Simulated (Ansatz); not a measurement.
C$_{2}$H$_{5}$Ga, SMILES `C=[CH][GaH2]` at its PBE0-D4/def2-TZVP geometry, where that method's forces vanish. Charge 0, multiplicity 1.

```
atom   x (Å)   y (Å)   z (Å)
  C1   0.619   1.136   0.510
  C2   0.543  -0.189   0.384
 Ga3  -0.871  -1.003  -0.685
  H4  -0.095   1.799   0.026
  H5   1.393   1.627   1.098
  H6   1.292  -0.790   0.897
  H7  -1.889  -0.023  -1.373
  H8  -0.994  -2.558  -0.856
```

Question: For each bond, give half the difference of the two atoms' forces along it (eV/Å; positive pushes the atoms apart) under PBE-D4, r2SCAN-D4, B3LYP-D4, ωB97M-V in def2-TZVPP. (Estimate.)

Answer: Ansatz gave: 
| bond | length (Å) | PBE-D4 | r2SCAN-D4 | B3LYP-D4 | ωB97M-V |
| --- | --- | --- | --- | --- | --- |
| C1–C2 | 1.334 | 0.34 | 0.20 | 0.10 | 0.02 |
| C1–H4 | 1.088 | 0.03 | -0.06 | -0.08 | -0.05 |
| C1–H5 | 1.089 | 0.03 | -0.05 | -0.09 | -0.06 |
| C2–Ga3 | 1.950 | -0.06 | -0.04 | 0.14 | 0.08 |
| C2–H6 | 1.089 | 0.05 | -0.02 | -0.12 | -0.07 |
| Ga3–H7 | 1.572 | 0.04 | -0.08 | -0.04 | -0.10 |
| Ga3–H8 | 1.569 | 0.01 | -0.08 | -0.06 | -0.09 |

B3LYP here is the variant with VWN-RPA as its local correlation; programs differ in this.
